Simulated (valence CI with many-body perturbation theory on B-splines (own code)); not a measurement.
**E1 line list for I40+**

Calculated by valence CI with perturbative core correlation (CI+MBPT): three valence electrons over a frozen Dirac-Fock core [Ne], a basis of 11 s, 11 p, 10 d, 8 f, 5 g, 2 h functions for each j, with the one-electron correlation potential Σ1 (screened to all orders), the two-electron term Σ2, the three-electron term Σ3, Breit, model QED; selected single and double excitations, second order for the rest, scaled by the run's own slope (own B-spline code, finite nucleus).

No measured spectrum was set against this ion. As an estimate, large intervals hold to a few tenths of a per cent, small ones and those within an open d or f shell to about a per cent.

Lines 101 to 150 of 581 in falling wavelength, among levels below 105.33 Ry, chosen from the strongest by gf and those to the six lowest levels. Wavelengths and rates use the calculated energies. Electric multipoles are in the length gauge, E1 and E2 with the static RPA response of the core. Weak lines are less certain than strong ones. Lines between different terms over intervals too small for the method are left out, as are lines whose strength nearly cancels. Where a level lies close to another of its J and parity, the split of strength between their lines is uncertain. The highest levels of a list are the least certain.

Levels are named by their leading jj configuration (3d3/2^4 stands for four electrons in 3d with j = 3/2), which in mixed levels can hold well under half, so a name can repeat and another be missing. Letters in brackets count levels of one name in rising energy.

```
λ vac (Å)                          Upper                          Lower   A (s⁻¹)  S (a.u.)
    81.01          (3p3/2^2 3d5/2) J=7/2     (3s 3p3/2 3d3/2) J=5/2 [b]  1.65e+10  3.46e-02
    80.76             (3s 3d5/2^2) J=9/2     (3s 3p3/2 3d5/2) J=7/2 [a]  4.85e+10  1.26e-01
    80.64                (3d5/2^3) J=9/2  (3p3/2 3d3/2 3d5/2) J=9/2 [b]  2.26e+10  5.85e-02
    80.59      (3d3/2^2 3d5/2) J=5/2 [a]          (3p3/2 3d3/2^2) J=5/2  1.62e+10  2.51e-02
    80.56          (3p1/2 3d5/2^2) J=7/2  (3p1/2 3p3/2 3d5/2) J=7/2 [b]  1.56e+10  3.23e-02
    80.50             (3s^2 3d5/2) J=5/2             (3s^2 3p3/2) J=3/2  5.41e+09  8.36e-03
    80.50         (3d3/2 3d5/2^2) J=11/2          (3p3/2 3d5/2^2) J=9/2  1.98e+10  6.10e-02
    80.43         (3d3/2 3d5/2^2) J=11/2         (3p3/2 3d5/2^2) J=11/2  4.33e+10  1.33e-01
    80.27      (3d3/2 3d5/2^2) J=7/2 [b]  (3p3/2 3d3/2 3d5/2) J=5/2 [c]  3.76e+10  7.68e-02
    80.07     (3s 3p1/2 3d3/2) J=3/2 [b]         (3s 3p1/2 3p3/2) J=5/2  1.17e+08  1.19e-04
    79.90  (3p3/2 3d3/2 3d5/2) J=7/2 [c]          (3p3/2^2 3d3/2) J=5/2  1.09e+11  2.19e-01
    79.85          (3d3/2^2 3d5/2) J=9/2  (3p3/2 3d3/2 3d5/2) J=7/2 [a]  1.05e+10  2.65e-02
    79.77      (3d3/2 3d5/2^2) J=5/2 [a]  (3p3/2 3d3/2 3d5/2) J=3/2 [c]  6.05e+10  9.09e-02
    79.75     (3s 3p1/2 3d5/2) J=5/2 [a]         (3s 3p1/2 3p3/2) J=5/2  5.32e+08  7.98e-04
    79.60      (3d3/2 3d5/2^2) J=7/2 [a]  (3p3/2 3d3/2 3d5/2) J=5/2 [b]  4.96e+10  9.88e-02
    79.49      (3d3/2^2 3d5/2) J=5/2 [b]  (3p3/2 3d3/2 3d5/2) J=3/2 [b]  5.04e+10  7.49e-02
    79.47  (3p3/2 3d3/2 3d5/2) J=5/2 [b]             (3s 3d5/2^2) J=5/2  3.45e+10  5.13e-02
    79.34         (3s 3p3/2 3d3/2) J=7/2             (3s^2 3d5/2) J=5/2  1.33e+10  2.63e-02
    79.34      (3d3/2 3d5/2^2) J=3/2 [b]  (3p3/2 3d3/2 3d5/2) J=1/2 [b]  8.11e+10  8.00e-02
    79.15      (3d3/2 3d5/2^2) J=7/2 [b]      (3p3/2 3d5/2^2) J=7/2 [a]  4.89e+10  9.57e-02
    79.08  (3p3/2 3d3/2 3d5/2) J=3/2 [d]      (3p3/2^2 3d3/2) J=3/2 [b]  3.72e+10  3.63e-02
    79.05          (3d3/2 3d5/2^2) J=9/2  (3p3/2 3d3/2 3d5/2) J=7/2 [b]  1.02e+10  2.50e-02
    78.90          (3p1/2 3d5/2^2) J=5/2  (3p1/2 3p3/2 3d5/2) J=7/2 [b]  2.25e+10  3.28e-02
    78.89  (3p3/2 3d3/2 3d5/2) J=5/2 [d]      (3p3/2^2 3d3/2) J=3/2 [b]  1.30e+11  1.88e-01
    78.83     (3s 3p1/2 3p3/2) J=3/2 [a]             (3s^2 3p1/2) J=1/2  4.69e+08  4.53e-04
    78.82          (3d3/2^2 3d5/2) J=7/2          (3p3/2 3d3/2^2) J=7/2  3.17e+10  6.12e-02
    78.75          (3p3/2^2 3d5/2) J=7/2     (3s 3p3/2 3d5/2) J=7/2 [a]  2.85e+10  5.50e-02
    78.57      (3p3/2 3d5/2^2) J=3/2 [a]             (3s 3d5/2^2) J=1/2  3.07e+10  2.94e-02
    78.55          (3d3/2^2 3d5/2) J=9/2  (3p3/2 3d3/2 3d5/2) J=9/2 [a]  2.92e+10  6.98e-02
    78.53      (3d3/2^2 3d5/2) J=5/2 [a]          (3p3/2 3d3/2^2) J=3/2  4.57e+10  6.55e-02
    78.50  (3p3/2 3d3/2 3d5/2) J=1/2 [b]             (3s 3d5/2^2) J=1/2  9.75e+10  4.66e-02
    78.46                (3d5/2^3) J=5/2      (3p3/2 3d5/2^2) J=5/2 [b]  9.64e+10  1.38e-01
    78.33  (3p1/2 3d3/2 3d5/2) J=5/2 [a]  (3p1/2 3p3/2 3d3/2) J=3/2 [a]  3.09e+10  4.40e-02
    78.14          (3d3/2^2 3d5/2) J=9/2          (3p3/2 3d3/2^2) J=7/2  8.15e+10  1.92e-01
    78.14      (3p3/2 3d5/2^2) J=7/2 [a]          (3p3/2^2 3d5/2) J=9/2  1.66e+10  3.12e-02
    78.10      (3p3/2 3d5/2^2) J=5/2 [a]             (3s 3d5/2^2) J=3/2  4.47e+10  6.31e-02
    77.77          (3d3/2^2 3d5/2) J=7/2          (3p3/2 3d3/2^2) J=5/2  7.91e+10  1.47e-01
    77.69  (3p1/2 3d3/2 3d5/2) J=5/2 [b]  (3p1/2 3p3/2 3d3/2) J=3/2 [b]  1.78e+10  2.47e-02
    77.67  (3p1/2 3d3/2 3d5/2) J=7/2 [a]  (3p1/2 3p3/2 3d3/2) J=5/2 [a]  3.60e+10  6.67e-02
    77.63  (3p1/2 3p3/2 3d5/2) J=7/2 [b]          (3p1/2 3p3/2^2) J=5/2  1.10e+11  2.03e-01
    77.57  (3p1/2 3p3/2 3d5/2) J=5/2 [b]          (3p1/2 3p3/2^2) J=3/2  1.76e+11  2.43e-01
    77.51                (3d5/2^3) J=5/2      (3p3/2 3d5/2^2) J=7/2 [b]  5.63e+10  7.77e-02
    77.35  (3p1/2 3d3/2 3d5/2) J=7/2 [b]  (3p1/2 3p3/2 3d3/2) J=5/2 [b]  7.05e+10  1.29e-01
    77.20  (3p3/2 3d3/2 3d5/2) J=5/2 [c]          (3p3/2^2 3d3/2) J=7/2  2.17e+10  2.96e-02
    77.10  (3p3/2 3d3/2 3d5/2) J=3/2 [d]      (3p3/2^2 3d3/2) J=1/2 [b]  1.68e+11  1.52e-01
    77.06                (3d5/2^3) J=3/2          (3p3/2 3d5/2^2) J=1/2  5.44e+10  4.91e-02
    76.95      (3p3/2^2 3d5/2) J=5/2 [b]                (3p3/2^3) J=3/2  2.23e+11  3.01e-01
    76.90          (3p1/2^2 3d5/2) J=5/2          (3p1/2^2 3p3/2) J=3/2  2.78e+10  3.74e-02
    76.87         (3s 3p1/2 3d5/2) J=7/2         (3s 3p1/2 3p3/2) J=5/2  3.75e+10  6.73e-02
    76.85      (3d3/2 3d5/2^2) J=3/2 [a]  (3p3/2 3d3/2 3d5/2) J=3/2 [b]  5.15e+10  4.62e-02
```
